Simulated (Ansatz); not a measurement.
`O[SiH2][SiH](F)Cl` + H₂S → `O[SiH2][SiH](F)S` + HCl  (ligand exchange at the Si–Cl bond)

Gas-phase electronic energies from Ansatz, PBE0-D4/def2-TZVP geometries. CBS: MP2 limit from def2 TZ/QZ plus the TZ coupled-cluster correction, frozen cores. This one scheme is used for every species. Functionals use def2-TZVPP. B3LYP here is the variant with VWN-RPA as its local correlation; programs differ in this. Each species was taken in one conformer, which may not be the lowest.

(1) Is it downhill or uphill in electronic energy at CCSD(T)/CBS, and by how much? (Best estimate.)

(2) What do these levels give: r2SCAN-D4, ωB97X-V, ωB97M-V, PBE0, B3LYP, MP2/def2-TZVPP, CCSD(T)/def2-TZVPP, HF/def2-QZVPP, MP2/def2-QZVPP, SCS-MP2/def2-QZVPP, MP2/CBS(def2), CCSD/CBS(def2)? (Best estimate.)

Largest T1 diagnostic among the species: 0.012.

## Answers

(1) Ansatz gave: Uphill: ΔE = +38.0 kJ/mol.

(2) Computed: r2SCAN-D4 37.5, ωB97X-V 39.7, ωB97M-V 40.0, PBE0 36.1, B3LYP 41.7, MP2/def2-TZVPP 37.8, CCSD(T)/def2-TZVPP 37.4, HF/def2-QZVPP 50.8, MP2/def2-QZVPP 38.4, SCS-MP2/def2-QZVPP 40.8, MP2/CBS(def2) 38.4, CCSD/CBS(def2) 40.1 kJ/mol.

In def2-TZVPP, CCSD(T) changes the Hartree–Fock value by −12.8 kJ/mol (the triples alone add −2.0 kJ/mol) and MP2 by −12.3 kJ/mol.
